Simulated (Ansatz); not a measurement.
Reaction (ligand exchange at the Si–N bond): `CN([SiH2]O)[SiH](F)F` + `[SiH3]S` → `F[SiH](F)S[SiH3]` + `CN[SiH2]O`

Isolated molecules relaxed with PBE0-D4/def2-TZVP in Ansatz; ΔE leaves out vibrations. CCSD(T)/CBS adds triple-zeta CCSD(T) − MP2 to the extrapolated MP2 energy (def2 sets, frozen cores). DFT in def2-TZVPP. B3LYP here is the variant with VWN-RPA as its local correlation; programs differ in this. Each species was taken in one conformer, which may not be the lowest.

Q: Is it downhill or uphill in electronic energy at CCSD(T)/CBS, and by how much? (An estimate is asked.)

A: Computed: Uphill: ΔE = +17.1 kJ/mol.

Q: What do these levels give: ωB97X-V, B3LYP, CCSD/def2-TZVPP, MP2/def2-QZVPP, SCS-MP2/def2-QZVPP, MP2/CBS(def2)? (Estimate.)

A: The calculation gave: ωB97X-V 14.9, B3LYP 12.7, CCSD/def2-TZVPP 22.4, MP2/def2-QZVPP 15.7, SCS-MP2/def2-QZVPP 18.0, MP2/CBS(def2) 13.6 kJ/mol.

Largest T1 diagnostic among the species: 0.012.

From PBE to PBE0 (25 % exact exchange), in def2-TZVPP and without D4, ΔE moves by +3.6 kJ/mol.
